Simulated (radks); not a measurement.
Species: Au12+. Configuration: [Kr] 4d10 4f14 5s2 5p5.

Calculated with a radial shooting solver on a logarithmic mesh with Libxc functionals: Dirac Kohn-Sham, PBE, spin-unpolarised, spherical densities, point nucleus; open shells fill j = l - 1/2 first.

Energy parts (Ry):
total: -38011.6736
kinetic: 43703.2625
electron-nucleus: -94655.1171
Hartree: 13654.9466
exchange-correlation: -714.7656

Orbitals (lengths in bohr, moments of r in powers of bohr; r(90%) holds 90 % of the orbital's charge):
\begin{tabular}{lrrrr}
orbital & occ. & eigenvalue (Ry) & <1/r> & r(90%) \\ \hline
1s1/2 & 2 & -5944.938 & 95.84 & 0.0308 \\
2s1/2 & 2 & -1061.866 & 23.55 & 0.110 \\
2p1/2 & 2 & -1018.808 & 23.49 & 0.0967 \\
2p3/2 & 4 & -883.8586 & 19.14 & 0.108 \\
3s1/2 & 2 & -263.1685 & 8.643 & 0.270 \\
3p1/2 & 2 & -243.8529 & 8.553 & 0.261 \\
3p3/2 & 4 & -214.0537 & 7.418 & 0.283 \\
3d3/2 & 4 & -182.0787 & 7.317 & 0.256 \\
3d5/2 & 6 & -175.6715 & 7.058 & 0.263 \\
4s1/2 & 2 & -69.87194 & 3.659 & 0.583 \\
4p1/2 & 2 & -61.63126 & 3.549 & 0.594 \\
4p3/2 & 4 & -54.46610 & 3.157 & 0.642 \\
4d3/2 & 4 & -40.99731 & 2.957 & 0.672 \\
4d5/2 & 6 & -39.65809 & 2.867 & 0.687 \\
5s1/2 & 2 & -23.38619 & 1.566 & 1.24 \\
4f5/2 & 6 & -22.33413 & 2.514 & 0.772 \\
4f7/2 & 8 & -22.04585 & 2.480 & 0.782 \\
5p1/2 & 2 & -20.50172 & 1.469 & 1.31 \\
5p3/2 & 3 & -18.98966 & 1.346 & 1.40 \\
5d3/2 & 0 & -14.61960 & 1.172 & 1.60 \\
5d5/2 & 0 & -14.37521 & 1.148 & 1.63 \\
6s1/2 & 0 & -11.50744 & 0.8239 & 2.28 \\
\end{tabular}

The highest occupied level is 5p3/2 at -258.37 eV. For comparison, the ionisation energy in NIST's Atomic Spectra Database is 275 eV (theoretical). In exact Kohn-Sham theory the highest level is minus the ionisation energy, but local and semilocal functionals leave it too shallow, through self-interaction and a potential that decays too fast; potentials with the right tail come closer. Summed over all electrons, <r^2> = 15.68 bohr^2, which gives a Langevin (diamagnetic) susceptibility term of -12.4 x 10^-6 cm^3/mol. The density falls to 0.001 e/bohr^3 at r = 2.12 bohr.

Beside tabulated values, note that spin-unpolarised runs miss the spin-polarisation part of the exchange energy of open shells.
